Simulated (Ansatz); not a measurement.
Geometry optimisation, RKS LDA/def2-SVP (Ansatz 0.2.0).

Input:

```yaml
crystal:
  periodic: [false, false, false]
  atoms:
    - { symbol: In, position_ang: [0.0, 0.0, 0.0] }
    - { symbol: O, position_ang: [0.0, 0.0, 2.34] }
    - { symbol: H, position_ang: [-0.9095, -0.2814, 2.6771] }
    - { symbol: Cl, position_ang: [2.113, 0.0, -1.22] }
    - { symbol: O, position_ang: [-1.7233, 0.0, -0.995] }
    - { symbol: H, position_ang: [-2.233, -0.8467, -0.7865] }
    - { symbol: O, position_ang: [0.4884, 2.1176, 0.7221] }
    - { symbol: Si, position_ang: [1.6837, 2.5035, 1.8378] }
    - { symbol: H, position_ang: [2.4097, 1.2935, 2.2124] }
    - { symbol: H, position_ang: [2.6112, 3.4632, 1.246] }
    - { symbol: H, position_ang: [1.0703, 3.0897, 3.026] }
    - { symbol: H, position_ang: [0.3027, 1.3126, 1.898] }
basis:
  gaussian: { orbitals: def2-SVP }
hamiltonian:
  xc: lda
relax:
  f_tol: 0.15
  max_steps: 25
  restrain:
    - { distance: [0, 6], at: 1.99, k: 30.0 }
    - { distance: [11, 1], at: 1.01, k: 30.0 }
    - { distance: [0, 1], at: 3.19, k: 30.0 }
    - { distance: [11, 6], at: 2.21, k: 30.0 }
```

Launched with:

```bash
$ ansatz run input.yaml --threads 4 --pin off --max-ram 5120MiB --backend cpu --events-out ev --progress --plain --runs-dir out
```

Q: Where does it end, and by what steps?

A: The run converged. The restraints hold the end off the free minimum; the threshold counts their pulls, which the force column leaves out. Restrained pairs: In1–O7 (2.29 → 1.99 Å), O2–H12 (1.42 → 0.99 Å), In1–O2 (2.34 → 3.17 Å), O7–H12 (1.44 → 2.21 Å). After 18 steps the energy has fallen by 1.526 eV (the restraints' own energy left out); H12 moved furthest, 1.28 Å.

```tsv
step	energy less start (eV)	largest force component (eV/Å)	accepted
0	0.0000	2.235	yes
1	-0.0729	2.702	yes
2	-0.4509	2.010	yes
3	-0.7781	1.870	yes
4	-1.1211	1.146	yes
5	-1.2347	1.017	yes
6	-1.3202	0.738	yes
7	-1.3925	0.740	yes
8	-1.4281	0.791	yes
9	-1.4551	0.764	yes
10	-1.4292	1.461	no
11	-1.4624	0.771	yes
12	-1.4702	0.899	yes
13	-1.4798	1.121	yes
14	-1.4656	1.968	no
15	-1.5018	0.966	yes
16	-1.5174	0.929	yes
17	-1.5162	0.662	no
18	-1.5259	0.777	yes
```

```xyz
12
Properties=species:S:1:pos:R:3
In 0.369 0.463 -0.188
O -0.895 -0.217 2.633
H -1.485 -0.289 1.836
Cl 2.044 -0.326 -1.570
O -1.534 -0.121 -0.133
H -1.703 -0.878 -0.733
O 0.561 1.935 1.135
Si 1.949 2.666 1.707
H 3.098 1.687 1.770
H 2.365 3.821 0.830
H 1.653 3.177 3.091
H -0.608 0.734 2.578
```

Run time: 22 s on 4 threads of Arm Neoverse V2, on a shared host, peak memory 0.2 GiB.
